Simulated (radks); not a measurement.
Values are calculated unless marked as measured or tabulated.
All-electron atom: Cr+ in [Ar] 3d4.5 4p0.5 (fractional occupations, a model configuration).

Code: a radial shooting solver on a logarithmic mesh with Libxc functionals. Model: Dirac Kohn-Sham, BLYP, spin-unpolarised, spherical densities, point nucleus; open shells are shared between the two j in proportion to 2j + 1.

Energy parts (eV):
part                      energy
total                 -28585.547
kinetic                28923.154
electron-nucleus      -68035.907
Hartree                11852.118
exchange-correlation   -1324.912

Orbitals (lengths in bohr, moments of r in powers of bohr; <r^-3> diverges for s and p1/2):
orbital      occ.  eigenvalue (eV)      <r>  <r^-3>
1s1/2           2        -5891.991  0.06355       -
2s1/2           2        -677.0302   0.2930       -
2p1/2           2        -576.5828   0.2579       -
2p3/2           4        -567.9244   0.2608   354.8
3s1/2           2         -83.7337   0.9005       -
3p1/2           2         -55.9070   0.9566       -
3p3/2           4         -54.8793   0.9657   42.38
3d3/2         1.8         -12.3567    1.334   3.172
3d5/2         2.7         -12.2704    1.340   3.122
4p1/2    0.166667          -6.9763    3.732       -
4p3/2    0.333333          -6.9166    3.759   2.483

The highest occupied level is 4p3/2 at -6.917 eV. The density falls to 0.001 e/bohr^3 at r = 3.96 bohr.
